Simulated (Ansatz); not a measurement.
Ansatz (a first-principles code) input:

Ansatz 0.2 input:
```yaml
crystal:
  periodic: [false, false, false]
  atoms:
    - {symbol: C, position_ang: [-0.00000000, -0.00000000, -0.63123353]}
    - {symbol: N, position_ang: [0.00000000, 0.00000000, 0.54105731]}
basis:
  gaussian:
    orbitals: def2-TZVP
hamiltonian:
  xc: b3lyp
  dispersion: d3bj
total_charge: 1
phonons: {temperatures: {t_min: 298.15, t_max: 298.15, t_step: 100}}
```

Problem. Which total energy does the run end on?

Solution. -92.19279 Eh (B3LYP-D3(BJ)/def2-TZVP). The basis has 62 functions.

This is an excited singlet: at this geometry the triplet lies 1.06 eV lower at wB97M-V/def2-TZVPD.
